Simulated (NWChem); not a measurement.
System: BeH2; SMILES [BeH2]

Excerpt of the output:

```
             Northwest Computational Chemistry Package (NWChem) 7.3.0
             --------------------------------------------------------

                             Geometry "geometry" -> ""
                             -------------------------

 Output coordinates in angstroms (scale by  1.889725989 to convert to a.u.)

  No.       Tag          Charge          X              Y              Z
 ---- ---------------- ---------- -------------- -------------- --------------
    1 Be                   4.0000     0.00000000     0.00000000     0.00000000
    2 H                    1.0000     0.00000000     0.00000000     1.33899100
    3 H                    1.0000     0.00000000     0.00000000    -1.33899100

 Effective nuclear repulsion energy (a.u.)       3.3592508213

                                 NWChem DFT Module
                                 -----------------

 Summary of "ao basis" -> "ao basis" (spherical)
 ------------------------------------------------------------------------------
       Tag                 Description            Shells   Functions and Types
 ---------------- ------------------------------  ------  ---------------------
 Be                        def2-tzvp                 9       19   5s3p1d
 H                         def2-tzvp                 4        6   3s1p

            General Information
            -------------------
          SCF calculation type: DFT
          Wavefunction type:  closed shell.
          No. of atoms     :     3
          No. of electrons :     6
           Alpha electrons :     3
            Beta electrons :     3
          Charge           :     0
          Spin multiplicity:     1
          Use of symmetry is: off; symmetry adaption is: off
          Maximum number of iterations: 150
          AO basis - number of functions:    31
                     number of shells:    17
          Convergence on energy requested:  1.00D-06
          Convergence on density requested:  1.00D-05
          Convergence on gradient requested:  5.00D-04

              XC Information
              --------------
                        Slater Exchange Functional  1.000 local
                      VWN V Correlation Functional  1.000 local

             Grid Information
             ----------------
          Grid used for XC integration:  medium
          Radial quadrature: Mura-Knowles
          Angular quadrature: Lebedev.
          Tag              B.-S. Rad. Rad. Pts. Rad. Cut. Ang. Pts.
          ---              ---------- --------- --------- ---------
          Be                  1.05       49           8.0       434
          H                   0.35       45           9.0       434
          Grid pruning is: on
          Number of quadrature shells:   139
          Spatial weights used:  Erf1

      Superposition of Atomic Density Guess
      -------------------------------------

 Sum of atomic energies:         -15.57219827

      Non-variational initial energy
      ------------------------------

 Total energy =     -15.622515
 1-e energy   =     -26.515919
 2-e energy   =       7.534153
 HOMO         =      -0.352368
 LUMO         =       0.035929

   convergence    iter        energy       DeltaE   RMS-Dens  Diis-err
 ---------------- ----- ----------------- --------- --------- ---------
 d= 0,ls=0.0,diis     1    -15.6434385172 -1.90D+01  9.97D-03  1.14D-01
 d= 0,ls=0.0,diis     2    -15.6544840486 -1.10D-02  2.57D-03  2.95D-03
 d= 0,ls=0.0,diis     3    -15.6549563758 -4.72D-04  8.26D-04  3.61D-04
 d= 0,ls=0.0,diis     4    -15.6550411959 -8.48D-05  6.35D-05  4.53D-06
 d= 0,ls=0.0,diis     5    -15.6550419912 -7.95D-07  5.75D-06  3.93D-08

         Total DFT energy =      -15.655041991180
      One electron energy =      -27.002519333849
           Coulomb energy =       11.271735721168
    Exchange-Corr. energy =       -3.283509199824
 Nuclear repulsion energy =        3.359250821325

 Numeric. integr. density =        6.000000192935

                       DFT Final Molecular Orbital Analysis
                       ------------------------------------

 Vector    1  Occ=2.000000D+00  E=-3.802089D+00
              MO Center= -7.1D-13,  9.3D-13,  4.1D-10, r^2= 6.9D-02
   Bfn.  Coefficient  Atom+Function         Bfn.  Coefficient  Atom+Function
  ----- ------------  ---------------      ----- ------------  ---------------
     2      0.540352  1 Be s                  1      0.533648  1 Be s
     3      0.046723  1 Be s

 Vector    2  Occ=2.000000D+00  E=-3.096825D-01
              MO Center=  3.2D-10,  8.1D-11,  2.3D-07, r^2= 2.1D+00
   Bfn.  Coefficient  Atom+Function         Bfn.  Coefficient  Atom+Function
  ----- ------------  ---------------      ----- ------------  ---------------
     3      0.348083  1 Be s                  4      0.238308  1 Be s
    21      0.180150  2 H  s                 27      0.180150  3 H  s
     2     -0.173811  1 Be s                 20      0.115728  2 H  s
    26      0.115728  3 H  s                 22      0.105281  2 H  s
    28      0.105282  3 H  s                  1     -0.104734  1 Be s

 Vector    3  Occ=2.000000D+00  E=-2.736204D-01
              MO Center= -6.6D-12,  5.5D-11, -2.7D-07, r^2= 2.2D+00
   Bfn.  Coefficient  Atom+Function         Bfn.  Coefficient  Atom+Function
  ----- ------------  ---------------      ----- ------------  ---------------
     8      0.411665  1 Be pz                21     -0.208071  2 H  s
    27      0.208071  3 H  s                 20     -0.140283  2 H  s
    26      0.140283  3 H  s                 22     -0.119425  2 H  s
    28      0.119425  3 H  s                 14     -0.104529  1 Be pz
    11     -0.028962  1 Be pz

[...]
```

Level: LDA (Slater exchange, VWN5)/def2-TZVP, vertical spin-unrestricted ions. The geometry was optimised at PBE0/def2-SVP.

**Question.** Reconstruct the input file.

**Answer.** Several could match; the one computed here: the input that was run:
```
start job
memory heap 200 mb stack 900 mb global 1100 mb
geometry units angstroms noautosym nocenter noautoz
  Be     0.000000     0.000000     0.000000
  H      0.000000     0.000000     1.338991
  H      0.000000     0.000000    -1.338991
end
basis spherical
  * library def2-tzvp
end
dft
  xc slater vwn_5
  iterations 150
  vectors input atomic output neutral.movecs
end
task dft energy
charge 1
dft
  odft
  mult 2
  vectors input atomic output cation.movecs
end
task dft energy
```
